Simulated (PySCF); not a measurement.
C$_{3}$H$_{3}$ (SMILES C#C[CH2]), doublet (typed; the unrestricted solution is spin-contaminated), geometry from GFN2-xTB; CCSD(T)/3-21G (PySCF).

PySCF was given this input:
```python
from pyscf import gto, scf, cc

mol = gto.Mole()
mol.atom = '''
    C     0.00115726    0.01003220    0.11038988
    C     0.01388675    0.12038277    1.32463807
    C    -0.01295680   -0.11232118   -1.23593195
    H     0.02483153    0.21526197    2.36864642
    H     0.90225786   -0.24555186   -1.78366465
    H    -0.93961264   -0.07827287   -1.77955781
'''
mol.basis = '3-21g'
mol.spin = 1
mol.verbose = 5
mol.build()

mf = scf.UHF(mol)
mf.kernel()

mycc = cc.CCSD(mf, frozen=3)
mycc.kernel()
et = mycc.ccsd_t()
print('E(CCSD(T)) = %.10f' % (mycc.e_tot + et))
```

Task: What does PySCF print? Leave out banner, timings and long lists.

Result: 
```
PySCF version 2.14.0

[INPUT] verbose = 5
[INPUT] max_memory = 4000
[INPUT] num. atoms = 6
[INPUT] num. electrons = 21
[INPUT] charge = 0
[INPUT] spin (= nelec alpha-beta = 2S) = 1
[INPUT] symmetry False subgroup None
[INPUT] Mole.unit = angstrom
[INPUT] Symbol           X                Y                Z      unit          X                Y                Z       unit  Magmom
[...]
[INPUT] ---------------- BASIS SET ----------------
[INPUT] l, kappa, [nprim/nctr], expnt,             c_1 c_2 ...
[INPUT] H
[...]
                                0.824547          0.904691
[...]
[INPUT] C
[...]
                                25.9109           0.358794
                                5.53335           0.700713
[...]
                                0.770545          1.21584
[...]
                                0.770545          0.860619
[...]
nuclear repulsion = 53.8286223922922
number of shells = 21
number of NR pGTOs = 54
number of NR cGTOs = 33
basis = 3-21g
ecp = {}

******** <class 'pyscf.scf.uhf.UHF'> ********
method = UHF
initial guess = minao
damping factor = 0
level_shift factor = 0
DIIS = <class 'pyscf.scf.diis.CDIIS'>
diis_start_cycle = 1
diis_space = 8
diis_damp = 0
SCF conv_tol = 1e-09
SCF conv_tol_grad = None
SCF max_cycles = 50
direct_scf = True
direct_scf_tol = 1e-13
number electrons alpha = 11  beta = 10
Set gradient conv threshold to 3.16228e-05
E1 = -258.8685063888136  E2 = 89.97980739575698  Ecoul = 106.65410187344708  Exc = -16.674294477690097
init E= -115.060076600764
cond(S) = 3203.4812656448244

  alpha mo_energy =
[-11.26581596 -11.25245588 -11.24546976  -1.43545674  -1.12707539
  -0.7138012   -0.53335406  -0.52136467  -0.35420625  -0.27258742
  -0.11566826   0.111489     0.20120858   0.21354805   0.2526248
   0.35994408   0.4424083    0.63069431   0.86969029   0.90384915
   0.90855935   0.99011934   1.02091921   1.07070741   1.08724794
   1.24134882   1.25695919   1.32113085   1.36689223   1.45637514
   1.59134195   1.86393523   2.25693494]
  beta  mo_energy =
[-11.26581596 -11.25245588 -11.24546976  -1.43545674  -1.12707539
  -0.7138012   -0.53335406  -0.52136467  -0.35420625  -0.27258742
  -0.11566826   0.111489     0.20120858   0.21354805   0.2526248
   0.35994408   0.4424083    0.63069431   0.86969029   0.90384915
   0.90855935   0.99011934   1.02091921   1.07070741   1.08724794
   1.24134882   1.25695919   1.32113085   1.36689223   1.45637514
   1.59134195   1.86393523   2.25693494]
multiplicity <S^2> = 0.75  2S+1 = 2
[...]
   0.9743406    1.09441138   1.09548643   1.11730929   1.1541747
   1.29357223   1.29887715   1.36764969   1.45077769   1.51951111
   1.67696767   1.93507333   2.33083747]
multiplicity <S^2> = 0.99443353  2S+1 = 2.2310836
E1 = -259.7226523670406  E2 = 91.28009512970462  Ecoul = 107.80876598676836  Exc = -16.528670857063744
Extra cycle  E= -114.613934845044  delta_E= -1.48e-10  |g|= 7.47e-06  |ddm|= 2.26e-05
converged SCF energy = -114.613934845044  <S^2> = 0.99443353  2S+1 = 2.2310836

******** <class 'pyscf.cc.uccsd.UCCSD'> ********
CC2 = 0
CCSD nocc = (np.int64(8), np.int64(7)), nmo = (30, 30)
frozen orbitals 3
max_cycle = 50
direct = 0
conv_tol = 1e-07
conv_tol_normt = 1e-06
diis_space = 6
diis_start_cycle = 0
diis_start_energy_diff = 1e+09
Init t2, MP2 energy = -0.22530834611051
Init E_corr(UCCSD) = -0.225308346169082
cycle = 1  E_corr(UCCSD) = -0.24108527731541  dE = -0.0157769311  norm(t1,t2) = 0.0930678
cycle = 2  E_corr(UCCSD) = -0.252192075637785  dE = -0.0111067983  norm(t1,t2) = 0.0492453
cycle = 3  E_corr(UCCSD) = -0.263708315144107  dE = -0.0115162395  norm(t1,t2) = 0.0342623
cycle = 4  E_corr(UCCSD) = -0.265319757537552  dE = -0.00161144239  norm(t1,t2) = 0.0103312
cycle = 5  E_corr(UCCSD) = -0.264967866208273  dE = 0.000351891329  norm(t1,t2) = 0.00435003
cycle = 6  E_corr(UCCSD) = -0.265080937278701  dE = -0.00011307107  norm(t1,t2) = 0.00126305
cycle = 7  E_corr(UCCSD) = -0.265075874258124  dE = 5.06302058e-06  norm(t1,t2) = 0.000509857
cycle = 8  E_corr(UCCSD) = -0.265073310155172  dE = 2.56410295e-06  norm(t1,t2) = 0.000229797
cycle = 9  E_corr(UCCSD) = -0.265076949721549  dE = -3.63956638e-06  norm(t1,t2) = 0.000111578
cycle = 10  E_corr(UCCSD) = -0.265077925743633  dE = -9.76022084e-07  norm(t1,t2) = 3.6865e-05
cycle = 11  E_corr(UCCSD) = -0.265077626571508  dE = 2.99172125e-07  norm(t1,t2) = 1.58011e-05
cycle = 12  E_corr(UCCSD) = -0.265076885741762  dE = 7.40829746e-07  norm(t1,t2) = 8.40785e-06
cycle = 13  E_corr(UCCSD) = -0.265076165458456  dE = 7.20283307e-07  norm(t1,t2) = 5.05157e-06
cycle = 14  E_corr(UCCSD) = -0.265075960372375  dE = 2.05086081e-07  norm(t1,t2) = 2.4715e-06
cycle = 15  E_corr(UCCSD) = -0.265075944803818  dE = 1.55685567e-08  norm(t1,t2) = 1.1506e-06
cycle = 16  E_corr(UCCSD) = -0.265075961441808  dE = -1.66379904e-08  norm(t1,t2) = 5.45992e-07
UCCSD converged
E(UCCSD) = -114.8790108064856  E_corr = -0.2650759614418084
UCCSD(T) correction = -0.00830025016905752
E(CCSD(T)) = -114.8873110567
```
